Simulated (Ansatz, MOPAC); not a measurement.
Diatomic TaSi, multiplicity 6 (lowest of 2S+1 = 2, 4, 6, 8 at CCSD(T)/def2-TZVPP on PBE0 minima; our sources give no spin for the ground state, which may be another). No spin–orbit coupling.

Seven points along R, fitted to fifth degree in 1/R; most abundant isotopes. Runs in def2 and cc sets follow the lowest solution found near the PBE0 minimum.

Correlated levels freeze the inner cores; with def2 sets outer-core shells near the valence are correlated too. The state that PM6 reach isn't checked.

Run with Ansatz (a first-principles code); MOPAC for PM6 (differences of heats of formation). Each number belongs to the level named beside it. In def2 rows elements past Kr take small-core potentials, without spin–orbit coupling.

Task: What bond length and harmonic frequency does PM6 give?

Result: r_e = 2.512 Å, ω_e = 396 cm⁻¹.

Task: What bond length and harmonic frequency does B3LYP/def2-TZVPP give?

Result: r_e = 2.471 Å, ω_e = 359 cm⁻¹.

Task: What bond length and harmonic frequency does B2PLYP/def2-TZVPP give?

Result: r_e = 2.460 Å, ω_e = 375 cm⁻¹.
